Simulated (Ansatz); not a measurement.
Computed with Ansatz on PBE0-D4/def2-TZVP structures; ΔE is electronic, products minus reactants. CCSD(T)/CBS adds triple-zeta CCSD(T) − MP2 to the extrapolated MP2 energy (def2 sets, frozen cores). This one scheme is used for every species. DFT in def2-TZVPP. For Se outer-core shells are correlated without core-valence functions, which leaves a few kJ/mol of doubt a bond. Scalar relativity is left out up to krypton. Each species was taken in one conformer, which may not be the lowest.

Reaction (ligand exchange at the Si–C bond): `[SiH3]C[SiH2][SeH]` + H₂Se → `[SeH][SiH2][SeH]` + `C[SiH3]`

`[SiH3]C[SiH2][SeH]`:

```xyz
12

Si    0.621    0.476    1.526
C    -0.844    0.022    0.442
Si   -0.389   -0.875   -1.128
Se    1.331    0.132   -2.243
H     1.301    1.688    1.007
H     0.158    0.751    2.915
H     1.596   -0.647    1.572
H    -1.526   -0.623    1.008
H    -1.400    0.933    0.195
H     0.148   -2.225   -0.819
H    -1.569   -1.007   -2.023
H     0.575    1.375   -2.453
```

H₂Se:

Cartesian coordinates in Å:
```
Se -0.439 -0.250 -0.462
H -0.505 0.013 0.980
H 0.944 0.237 -0.518
```

`[SeH][SiH2][SeH]`:

Z-matrix (Å, degrees):
```
Si
Se 1 2.274
Se 1 2.274 2 114.3
H 1 1.483 2 112.6 3 117.8
H 1 1.483 2 103.5 3 -122.8
H 2 1.469 1 92.9 3 -55.4
H 3 1.469 1 92.9 2 -55.5
```

`C[SiH3]`:

Z-matrix (Å, degrees):
```
C
Si 1 1.871
H 1 1.092 2 110.8
H 1 1.092 2 110.8 3 -120.0
H 1 1.092 2 110.8 3 120.0
H 2 1.488 1 110.7 3 -179.9
H 2 1.488 1 110.7 3 -59.9
H 2 1.488 1 110.7 3 60.1
```

Q: Is it downhill or uphill in electronic energy at CCSD(T)/CBS, and by how much? (Best estimate.)

A: Computed: Downhill: ΔE = -0.60 eV.

Q: What do these levels give: PBE0-D4, revPBE, BLYP, RPA@PBE/def2-TZVPP, CCSD(T)/def2-SVP, MP2/def2-QZVPP? (Best estimate.)

A: The calculation gave: PBE0-D4 -0.62, revPBE -0.72, BLYP -0.70, RPA@PBE/def2-TZVPP -0.53, CCSD(T)/def2-SVP -0.53, MP2/def2-QZVPP -0.62 eV.

Q: What do rigid-rotor, harmonic-oscillator terms from PBE0-D4/def2-TZVP frequencies (298.15 K, 1 bar) make of the CCSD(T)/CBS value? (Estimate.)

A: Ansatz gave: ΔZPE = +0.10 eV, ΔH = -0.52 eV, ΔS = -4 J/(mol·K), ΔG = -0.51 eV.

Largest T1 diagnostic among the species: 0.010.

The D4 term adds +0.07 eV with B3LYP and +0.04 eV with PBE0; it sums over pairs of atoms, weighted by their polarisabilities, and B3LYP, whose exchange is more repulsive, gets the larger term. Leaving LDA and LC-ωPBE aside and taking each functional with its dispersion term where it has one, the values, not all of them listed here, spread over 0.07 eV, from B2PLYP to ωB97M-V. LDA lies +0.10 eV from PBE without D4. From BLYP to BHLYP (50 % exact exchange), in def2-TZVPP and without D4, ΔE moves by +0.04 eV.

B3LYP here is the variant with VWN-RPA as its local correlation; programs differ in this.
